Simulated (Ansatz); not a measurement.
Total energies of `N[SiH2]B(N)O`.

```tsv
atom	x (Å)	y (Å)	z (Å)
N1	-0.511	-1.672	-0.848
Si2	-0.899	0.014	-0.694
B3	0.465	0.845	0.559
N4	1.136	-0.015	1.435
O5	0.780	2.182	0.604
H6	-1.198	-2.292	-1.247
H7	0.407	-1.914	-1.191
H8	-0.960	0.773	-1.990
H9	-2.288	0.068	-0.151
H10	1.822	0.304	2.100
H11	0.931	-0.998	1.472
H12	0.313	2.705	-0.048
```

Total charge 0; spin multiplicity 1. Geometry: relaxed with PBE0-D4/def2-TZVP. It is one conformer, not always the lowest. Basis def2-TZVPP, the Gaussian-basis code of Ansatz.

RPA on PBE orbitals: Hartree–Fock energy of these orbitals -501.62331 Eh, correlation -1.45920 Eh (frozen core).

```csv
functional,energy without D4 (Eh),D4 term (kJ/mol)
LDA (SPW92),-500.59577,–
PBE,-503.09289,-22.4
revPBE,-503.37153,-68.3
BLYP,-503.43348,-49.1
r2SCAN,-503.36146,-5.6
B97M-V,-503.39912,–
PBE0,-503.13687,-18.9
B3LYP,-503.53705,-35.9
r2SCANh,-503.34909,-6.0
r2SCAN0,-503.33165,-6.6
HSE06 (plane-wave form),-503.11916,-17.6
BHLYP,-503.39212,-26.9
CAM-B3LYP,-503.42448,-19.2
LC-ωPBE,-503.28510,–
ωB97X-V,-503.39202,–
ωB97M-V,-503.40045,–
B2PLYP,-503.22239,–
PBE-QIDH,-503.02433,–
```

B3LYP takes the VWN-RPA correlation (the form of Gaussian; ORCA's B3LYP/G). HSE06 is the plane-wave form, built on full-range PBE exchange. The double hybrids freeze the cores in their second-order part.

LC-ωPBE has ω = 0.4 bohr⁻¹.
